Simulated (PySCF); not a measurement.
C3H14Si3, SMILES C[SiH2]CC[SiH2][SiH3].

Coordinates come from a B3LYP-D3(BJ)/def2-SVP optimisation. The structure was generated by enumeration, and PubChem lists no compound with its InChIKey, so it may never have been made. The values are those of a single conformer.

Two levels are set side by side: TDA-PBE/def2-SVPD (PySCF) and TDA-PBE0/def2-SVPD (PySCF). Vertical, same geometry. The lowest singlet is HOMO→LUMO 92 % with PBE and HOMO→LUMO 96 % with the other functional; states are paired by order. Differences are taken from unrounded values.

```
quantity                              TDA-PBE
------------------------------------  -------
lowest singlet excitation (eV)           6.05
lowest triplet excitation (TDA) (eV)     5.67
```

Question: These are the TDA-PBE values. What does TDA-PBE0 give? (The exact figures need the calculation; the answer reports its results.)

Answer: 
```tsv
quantity	TDA-PBE0	TDA-PBE minus TDA-PBE0
lowest singlet excitation (eV)	6.75	-0.71
lowest triplet excitation (TDA) (eV)	6.05	-0.38
```

Functionals without exact exchange tend to place singlet excitations lower, as here. Differences between two approximate levels are no errors against the true value.

Rough cost on one machine, each run with all the roots and properties that it gave: TDA-PBE0 against TDA-PBE about 3 times.
